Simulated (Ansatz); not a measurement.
```yaml
crystal:
  periodic: [false, false, false]
  atoms:
    - {symbol: C, position_ang: [-3.812655, 1.129943, -0.025538]}
    - {symbol: O, position_ang: [-2.854151, 0.100534, -0.194307]}
    - {symbol: Si, position_ang: [-1.807612, -0.459213, 0.975252]}
    - {symbol: C, position_ang: [-0.251056, 0.569322, 1.129260]}
    - {symbol: C, position_ang: [0.579797, 0.549935, -0.159370]}
    - {symbol: C, position_ang: [1.849443, 1.371772, -0.032446]}
    - {symbol: F, position_ang: [1.545739, 2.663021, 0.318665]}
    - {symbol: F, position_ang: [2.659523, 0.872174, 0.949909]}
    - {symbol: C, position_ang: [2.704151, 1.493183, -1.334457]}
    - {symbol: F, position_ang: [1.981811, 2.189815, -2.251624]}
    - {symbol: F, position_ang: [3.830273, 2.195410, -1.043681]}
    - {symbol: C, position_ang: [3.123405, 0.138631, -1.987627]}
    - {symbol: F, position_ang: [2.044714, -0.384620, -2.628000]}
    - {symbol: F, position_ang: [3.524423, -0.734264, -1.029974]}
    - {symbol: C, position_ang: [4.280065, 0.258798, -3.031453]}
    - {symbol: F, position_ang: [5.448017, 0.495287, -2.418541]}
    - {symbol: F, position_ang: [4.026788, 1.251820, -3.900685]}
    - {symbol: F, position_ang: [4.375443, -0.896445, -3.710418]}
    - {symbol: O, position_ang: [-1.282922, -1.964478, 0.488823]}
    - {symbol: C, position_ang: [-2.139835, -3.008103, 0.051240]}
    - {symbol: O, position_ang: [-2.698373, -0.488986, 2.391866]}
    - {symbol: C, position_ang: [-2.208767, -0.899867, 3.653950]}
    - {symbol: H, position_ang: [-4.534253, 1.084629, -0.867225]}
    - {symbol: H, position_ang: [-4.373787, 1.021079, 0.928258]}
    - {symbol: H, position_ang: [-3.339634, 2.139099, -0.036930]}
    - {symbol: H, position_ang: [0.358984, 0.185805, 1.974454]}
    - {symbol: H, position_ang: [-0.532453, 1.610491, 1.392579]}
    - {symbol: H, position_ang: [0.855711, -0.489934, -0.422144]}
    - {symbol: H, position_ang: [-0.001094, 0.953020, -1.013532]}
    - {symbol: H, position_ang: [-1.515603, -3.831371, -0.352107]}
    - {symbol: H, position_ang: [-2.753793, -3.414383, 0.886344]}
    - {symbol: H, position_ang: [-2.830710, -2.662088, -0.748336]}
    - {symbol: H, position_ang: [-3.050762, -0.910550, 4.376363]}
    - {symbol: H, position_ang: [-1.769855, -1.922955, 3.621849]}
    - {symbol: H, position_ang: [-1.431002, -0.206489, 4.049612]}
basis:
  gaussian: {orbitals: "6-31++G**", fitting: {mean_field: def2-universal-jkfit}}
hamiltonian: {xc: {name: HF}}
correlation: {method: rpa}
```

```sh
$ ansatz run in.yaml --threads 2 --pin off --events-out ev --progress --plain --max-ram 32768MiB --backend cuda --devices 0, --max-vram 18GiB
```

Shortened log:

```
Functional definition: HF
1961 factors; integrals over basis functions are off by at most 2.2e-1 eV
mean field evaluation 1: about -47795.2628 eV, gradient 8.7e1 eV
mean field evaluation 2: about -47806.4849 eV, gradient 5.1e1 eV
mean field evaluation 4: about -47810.8855 eV, gradient 2.2e0 eV
mean field evaluation 8: about -47810.9012 eV, gradient 9.4e-7 eV
mean field -47810.90124770 eV, -1757.0182134600 hartree, gradient 9.4e-7 eV, S^2 0.000000; 0 other end points of the search recorded, 0 dependent functions left out
26 core orbitals not correlated: weight in the atoms' cores, before any rotation towards them, 1.000 or more for the frozen orbitals, at most 0.000 for the correlated occupied ones
reference -47810.90124770 eV, -1757.0182134600 hartree; 67, 67 occupied and 407, 407 virtual orbitals, 1961 factors
Total energy: -47913.81787452 eV, -1760.8003297366 hartree
```

It took 7 s on 2 threads of AMD EPYC 7R13 on a shared host and a share (18 GiB) of an NVIDIA H100 80GB HBM3, peak host memory 2.3 GiB.

The 6-31G sets use Cartesian d functions. Correlated methods freeze 26 core orbitals.
